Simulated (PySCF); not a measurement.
# Atomic charges by several schemes

C6H12OS.
Geometry (GFN2-xTB, Å), atoms numbered from 1 in this order:
```
atom  x, y, z in Å
O1     1.218    2.719   -1.087
S2     0.672    1.360   -1.070
C3     1.599    0.490    0.284
C4     1.506   -1.019    0.137
C5     0.127   -1.500   -0.320
C6    -1.043   -0.957    0.511
C7    -1.744    0.237   -0.138
C8    -0.933    1.518   -0.150
H9     1.209    0.838    1.238
H10    2.628    0.835    0.189
H11    2.241   -1.358   -0.596
H12    1.756   -1.487    1.093
H13    0.127   -2.591   -0.275
H14   -0.019   -1.222   -1.366
H15   -1.787   -1.748    0.628
H16   -0.699   -0.690    1.512
H17   -2.677    0.430    0.399
H18   -2.008   -0.026   -1.165
H19   -0.706    1.875    0.854
H20   -1.471    2.305   -0.680
```

Density: PBE0/pcSseg-1 (PySCF); schemes: Mulliken, IAO, Hirshfeld and ESP-fitted. The structure is a single GFN2-xTB conformer in the gas phase; no vibrational or solvent corrections.

**Question.** For which atoms does the sign change between the 4 schemes (beyond +0.03 e in one, beyond −0.03 e in another)?

**Answer.** C5 and H14. Atomic charges aren't observables, and each scheme defines them in its own way.

**Question.** At which atom do the 4 schemes differ most?

**Answer.** At S2: from +0.336 (Hirshfeld) to +1.065 e (IAO), 0.729 e apart.

**Question.** Which atoms carry the lowest charge in the Mulliken, IAO, Hirshfeld and ESP-fitted schemes?

**Answer.** All schemes agree: Mulliken O1 (-0.627); IAO O1 (-0.921); Hirshfeld O1 (-0.382); ESP-fitted O1 (-0.510).

**Question.** What partial charge does each atom carry?

**Answer.** In e:

| atom | environment | Mulliken | IAO | Hirshfeld | ESP-fitted |
| --- | --- | --- | --- | --- | --- |
| O1 | sulfinyl oxygen | -0.627 | -0.921 | -0.382 | -0.510 |
| S2 | sulfinyl sulfur | +0.604 | +1.065 | +0.336 | +0.337 |
| C3 | sp3 carbon bound to sulfur | -0.352 | -0.408 | -0.083 | -0.058 |
| C4 | ring CH2 carbon | -0.201 | -0.259 | -0.073 | -0.331 |
| C5 | ring CH2 carbon | -0.276 | -0.267 | -0.074 | +0.132 |
| C6 | ring CH2 carbon | -0.222 | -0.263 | -0.069 | -0.117 |
| C7 | ring CH2 carbon | -0.233 | -0.258 | -0.071 | -0.077 |
| C8 | sp3 carbon bound to sulfur | -0.339 | -0.403 | -0.082 | -0.270 |
| H9 | methylene hydrogen | +0.150 | +0.141 | +0.041 | +0.075 |
| H10 | methylene hydrogen | +0.165 | +0.168 | +0.051 | +0.117 |
| H11 | methylene hydrogen | +0.129 | +0.141 | +0.041 | +0.112 |
| H12 | methylene hydrogen | +0.128 | +0.139 | +0.042 | +0.093 |
| H13 | methylene hydrogen | +0.129 | +0.141 | +0.042 | +0.018 |
| H14 | methylene hydrogen | +0.132 | +0.131 | +0.027 | -0.039 |
| H15 | methylene hydrogen | +0.128 | +0.141 | +0.042 | +0.036 |
| H16 | methylene hydrogen | +0.114 | +0.126 | +0.036 | +0.076 |
| H17 | methylene hydrogen | +0.133 | +0.145 | +0.045 | +0.054 |
| H18 | methylene hydrogen | +0.129 | +0.135 | +0.037 | +0.067 |
| H19 | methylene hydrogen | +0.148 | +0.143 | +0.043 | +0.129 |
| H20 | methylene hydrogen | +0.162 | +0.163 | +0.050 | +0.156 |

Mean size of the charges over all atoms: IAO 0.278 e, Mulliken 0.225 e, ESP-fitted 0.140 e, Hirshfeld 0.083 e. Each set sums to the total charge, 0, to within 0.001 e. The ESP scheme is a least-squares fit of atom-centred charges to the potential on four shells outside the van der Waals surface, with the total charge fixed.

**Question.** Sum the charges by element, for elements with more than one atom.

**Answer.** 
```tsv
element	atoms	Mulliken	IAO	Hirshfeld	ESP-fitted
C	6	-1.624	-1.858	-0.452	-0.721
H	12	+1.647	+1.714	+0.497	+0.893
```

**Question.** How closely do the schemes follow one another over all atoms?

**Answer.** Correlation coefficient and root-mean-square difference: Mulliken with IAO 0.98, 0.125 e; IAO with Hirshfeld 0.98, 0.255 e; Mulliken with Hirshfeld 0.94, 0.156 e; Hirshfeld with ESP-fitted 0.86, 0.101 e; IAO with ESP-fitted 0.85, 0.238 e; Mulliken with ESP-fitted 0.84, 0.153 e.
